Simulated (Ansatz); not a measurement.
Ansatz (a first-principles code) input (r2SCAN0/def2-TZVPD):

Ansatz 0.2 input:
```yaml
crystal:
  periodic: [false, false, false]
  atoms:
    - {symbol: As, position_ang: [-0.00000000, -0.00000000, -1.10270581]}
    - {symbol: As, position_ang: [0.00000000, 0.00000000, 1.10270581]}
basis:
  gaussian:
    orbitals: def2-TZVPD
hamiltonian:
  xc: {name: r2SCAN0}
total_charge: 1
magnetization: {spin_polarized: true, initial_magnetization: 1}
output: {forces: true}
```

Output:

```
Functional definition: r2SCAN0
integrals: 0.05 GiB planned
683 factors; integrals over basis functions are off by at most 8.3e-4 eV
mean field: 0.70 GiB planned
mean field evaluation 1: about -121671.1382 eV, gradient 1.0e1 eV
mean field evaluation 2: about -121671.4993 eV, gradient 7.8e0 eV
mean field evaluation 4: about -121671.7298 eV, gradient 3.2e-1 eV
mean field evaluation 8: about -121671.7669 eV, gradient 5.6e-3 eV
mean field evaluation 16: about -121671.7669 eV, gradient 9.4e-6 eV
mean field evaluation 32: about -121671.7669 eV, gradient 6.3e-7 eV
mean field -121671.76686565 eV, -4471.3549602269 hartree, gradient 6.3e-7 eV, S^2 0.754318; 3 other end points of the search recorded, 0 dependent functions left out
the calculation of the forces begins
reference -121671.76687268 eV, -4471.3549604854 hartree; 33, 32 occupied and 75, 76 virtual orbitals, 683 factors
Total energy: -121671.76687268 eV, -4471.3549604854 hartree
Atom 0 at    -0.000000    -0.000000    -1.102706 Å, force     0.000000     0.000000     0.769511 eV/Å
Atom 1 at     0.000000     0.000000     1.102706 Å, force    -0.000000    -0.000000    -0.769511 eV/Å
Dipole moment:    -0.000000    -0.000000    -0.000000 e Å
```
